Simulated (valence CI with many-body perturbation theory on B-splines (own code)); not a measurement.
## Energy levels of Tm38+

Computed by configuration interaction combined with many-body perturbation theory (CI+MBPT): three valence electrons over a frozen Dirac-Fock core [Ar] 3d10, radial functions for each j: 11 s, 11 p, 10 d, 8 f, 5 g, 2 h, with the one-electron correlation potential Σ1, the two-electron term Σ2, the three-electron term Σ3, Breit, model QED; selected CI, second order for the rest, scaled by the run's own slope (own B-spline code, finite nucleus).

The last digits are not significant, and no measured levels were compared; by estimate large intervals hold to a few tenths of a per cent, small ones and those within an open d or f shell to about a per cent.

Levels 181 to 195 of 195, with energies above the lowest level, 4s2.4p 2P°_1/2. "Leading %" is the weight of the configuration and term that name the level; weights of strongly mixed levels are sums over their largest components and can fall short. Lifetimes count E1, E2, E3, M1 and M2 decay at the calculated energies, and are blank where another channel may lead or the interval is too uncertain; long ones can be off by a factor of two.

| No. | Configuration | Term | J | E (Ry) | Leading % | Lifetime | g |
| --- | --- | --- | --- | --- | --- | --- | --- |
| 181 | 4s.4d.4f | 4F° | 9/2 | 49.380 | 26 | 1.36 ps | 1.213 |
| 182 | 4p2.4f | 4D° | 1/2 | 49.405 | 20 | 1.80 ps | 0.570 |
| 183 | 4p.4d2 | 2F° | 5/2 | 49.431 | 52 | 1.16 ps | 0.988 |
| 184 | 4p.4d2 | 2D° | 3/2 | 49.515 | 18 | 1.12 ps | 0.869 |
| 185 | 4s.4d.4f | 2H° | 9/2 | 49.516 | 49 | 1.28 ps | 0.997 |
| 186 | 4s.4d.4f | 4D° | 5/2 | 49.590 | 26 | 1.24 ps | 1.068 |
| 187 | 4s2.5s | 2S | 1/2 | 49.601 | 99 | 167 fs | 1.999 |
| 188 | 4s.4d.4f | 4G° | 7/2 | 49.624 | 27 | 1.12 ps | 1.151 |
| 189 | 4s.4d.4f | 2H° | 11/2 | 49.650 | 40 | 2.38 ps | 1.147 |
| 190 | 4s.4d.4f | 4G° | 9/2 | 49.666 | 55 | 1.30 ps | 1.152 |
| 191 | 4s.4d.4f | 2G° | 7/2 | 49.667 | 29 | 1.04 ps | 1.011 |
| 192 | 4p.4d2 | 2P° | 1/2 | 49.703 | 62 | 1.01 ps | 0.747 |
| 193 | 4s.4d.4f | 4D° | 5/2 | 49.790 | 18 | 987 fs | 1.068 |
| 194 | 4s.4d.4f | 4P° | 3/2 | 49.845 | 51 | 1.45 ps | 1.465 |
| 195 | 4s.4d.4f | 4P° | 1/2 | 49.871 | 78 | 1.33 ps | 2.299 |

Names give the largest LS component (configuration and term), which can be under half, so a name can repeat, a term be missing and a line seem to break the LS rules; names also repeat where a configuration has a term twice.

Where two levels of one J and parity lie close, their mixing, g and order are uncertain.
